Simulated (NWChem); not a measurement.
Species: BiH2Te2F; SMILES [Bi]([F])([TeH])[TeH]

```xyz
6

Bi    -1.0292    -0.0105     0.2318
F     -1.8737    -0.0929    -1.6651
Te     0.9339     2.1043    -0.0329
H      1.9441     1.1285    -0.9603
Te     0.9993    -2.0310    -0.0272
H     -0.1787    -3.2313    -0.1640
```
Atoms are numbered in this order, from 1.

Results from NWChem. Geometry: optimised at PBE-D3(BJ)/def2-SVP. def2 effective core potentials on Te, Bi; no spin-orbit coupling. B3LYP is NWChem's, with the RPA form of VWN correlation. Total energies of different functionals are on different scales.

| level | energy (Ha) | highest occupied level (eV) | orbital gap (eV) | dipole (D) |
|---|---|---|---|---|
| B3LYP/def2-SVP | -851.9474 | -6.28 | 3.84 | 3.01 |
| PBE/def2-SVP | -851.6213 | -5.49 | 2.60 | 2.71 |
| RPBE/def2-SVP | -851.9005 | -5.43 | 2.63 | 2.75 |
| B97-2/def2-SVP | -852.4551 | -6.31 | 3.99 | 3.07 |
| KT2/def2-SVP | -857.2407 | -5.55 | 2.57 | 2.68 |
| LDA (Slater exchange, PW92)/def2-SVP | -849.9978 | -5.65 | 2.53 | 2.63 |
| N12/def2-SVP | -853.5995 | -5.18 | 2.57 | 2.91 |
